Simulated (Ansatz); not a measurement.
Reaction (formal exchange of groups at a C–C bond): `Cc1cccc2cccc(C)c12` + `B1C=N1` → `CC1=NB1` + `Cc1cccc2ccccc12`

Program: Ansatz. Geometries: PBE0-D4/def2-TZVP. ΔE: electronic, gas phase. CCSD(T)/CBS adds triple-zeta CCSD(T) − MP2 to the extrapolated MP2 energy (def2 sets, frozen cores). This one scheme is used for every species. DFT in def2-TZVPP. B3LYP here is the variant with VWN-RPA as its local correlation; programs differ in this. HSE06 is defined as in plane-wave codes.

`Cc1cccc2cccc(C)c12`:

```xyz
24

C     0.682   -2.413    0.347
C    -0.192   -1.226    0.641
C    -1.182   -1.422    1.576
C    -2.075   -0.415    1.964
C    -1.968    0.818    1.399
C    -0.974    1.083    0.433
C    -0.907    2.379   -0.121
C     0.033    2.686   -1.057
C     0.935    1.696   -1.466
C     0.921    0.416   -0.964
C     1.957   -0.522   -1.519
C    -0.056    0.062    0.025
H     1.731   -2.229    0.586
H     0.355   -3.259    0.953
H     0.633   -2.723   -0.697
H    -1.271   -2.402    2.032
H    -2.837   -0.624    2.706
H    -2.642    1.621    1.677
H    -1.622    3.121    0.217
H     0.089    3.680   -1.485
H     1.680    1.947   -2.214
H     2.630   -0.906   -0.752
H     1.514   -1.380   -2.027
H     2.567    0.010   -2.251
```

`B1C=N1`:

Z-matrix (Å, degrees):
```
B
N 1 1.431
C 1 1.439 2 54.0
H 1 1.179 2 144.6 3 180.0
H 3 1.086 1 167.0 2 -180.0
```

`CC1=NB1`:

Z-matrix (Å, degrees):
```
C
C 1 1.469
H 1 1.093 2 109.5
H 1 1.091 2 111.4 3 121.6
H 1 1.093 2 109.7 3 -116.5
N 2 1.306 1 132.3 3 -120.5
B 2 1.445 1 165.5 3 59.3
H 7 1.181 2 161.7 1 0.3
```

`Cc1cccc2ccccc12`:

Z-matrix (Å, degrees):
```
C
C 1 1.496
H 1 1.094 2 111.6
H 1 1.094 2 111.6 3 119.7
H 1 1.090 2 110.6 3 -120.1
C 2 1.371 1 120.5 3 120.5
C 2 1.424 1 120.6 3 -59.5
C 6 1.407 2 121.8 1 180.0
H 6 1.085 2 119.1 1 -0.0
C 7 1.413 2 122.3 1 -0.0
C 7 1.423 2 119.4 1 -180.0
C 8 1.365 6 120.2 2 0.0
H 8 1.084 6 119.5 2 -180.0
C 10 1.369 7 121.2 2 180.0
H 10 1.083 7 119.3 2 -0.0
C 11 1.411 7 119.2 2 -180.0
H 12 1.085 8 120.8 6 180.0
C 14 1.406 10 120.4 7 0.0
H 14 1.084 10 119.9 7 180.0
H 16 1.085 11 118.5 7 180.0
H 18 1.084 14 119.8 10 180.0
```

| level | ΔE (kJ/mol) | difference from CCSD(T)/CBS |
| --- | --- | --- |
| LDA (SPW92) | -54.0 | -4.5 |
| PBE-D4 | -55.1 | -5.6 |
| revPBE-D4 | -51.9 | -2.4 |
| BLYP-D4 | -54.1 | -4.6 |
| r2SCAN-D4 | -57.3 | -7.8 |
| B97M-V | -55.9 | -6.4 |
| PBE0-D4 | -55.4 | -5.9 |
| B3LYP-D4 | -55.3 | -5.8 |
| r2SCANh-D4 | -57.3 | -7.8 |
| r2SCAN0-D4 | -57.2 | -7.7 |
| HSE06-D4 | -55.8 | -6.3 |
| CAM-B3LYP-D4 | -56.0 | -6.5 |
| ωB97X-V | -53.8 | -4.3 |
| ωB97M-V | -53.1 | -3.6 |
| B2PLYP | -57.3 | -7.8 |
| PBE-QIDH | -54.7 | -5.2 |
| PBE | -60.5 | -11.0 |
| revPBE | -64.7 | -15.2 |
| BLYP | -64.4 | -14.9 |
| r2SCAN | -59.4 | -9.9 |
| PBE0 | -60.3 | -10.8 |
| r2SCANh | -59.4 | -9.9 |
| r2SCAN0 | -59.5 | -10.0 |
| HSE06 | -60.4 | -10.9 |
| BHLYP | -62.7 | -13.2 |
| CAM-B3LYP | -61.1 | -11.6 |
| LC-ωPBE | -59.4 | -9.9 |
| RPA@PBE/def2-TZVPP | -44.4 | 5.1 |
| HF/def2-SVP | -66.2 | -16.7 |
| MP2/def2-SVP | -47.0 | 2.5 |
| CCSD(T)/def2-SVP | -47.1 | 2.4 |
| HF/def2-TZVPP | -68.1 | -18.6 |
| MP2/def2-TZVPP | -47.8 | 1.7 |
| SCS-MP2/def2-TZVPP | -49.8 | -0.3 |
| CCSD/def2-TZVPP | -51.7 | -2.2 |
| HF/def2-QZVPP | -68.4 | -18.9 |
| MP2/def2-QZVPP | -48.4 | 1.1 |
| SCS-MP2/def2-QZVPP | -50.5 | -1.0 |
| HF/CBS(def2) | -68.4 | -18.9 |
| MP2/CBS(def2) | -48.7 | 0.8 |
| CCSD(T)/CBS | -49.5 | 0 |

Largest T1 diagnostic among the species: 0.011.

In def2-TZVPP, CCSD(T) changes the Hartree–Fock value by +19.5 kJ/mol (the triples alone add +3.1 kJ/mol) and MP2 by +20.3 kJ/mol. Leaving LDA and LC-ωPBE aside and taking each functional with its dispersion term where it has one, the values spread over 5.5 kJ/mol, from r2SCAN-D4 to revPBE-D4. LDA lies +6.5 kJ/mol from PBE without D4. The D4 term adds +8.0 kJ/mol with B3LYP and +4.9 kJ/mol with PBE0; it sums over pairs of atoms, weighted by their polarisabilities, and B3LYP, whose exchange is more repulsive, gets the larger term.

CCSD(T)/CBS has its own doubt, a few kJ/mol and more with outer-core shells, so smaller differences from it don't rank the levels.
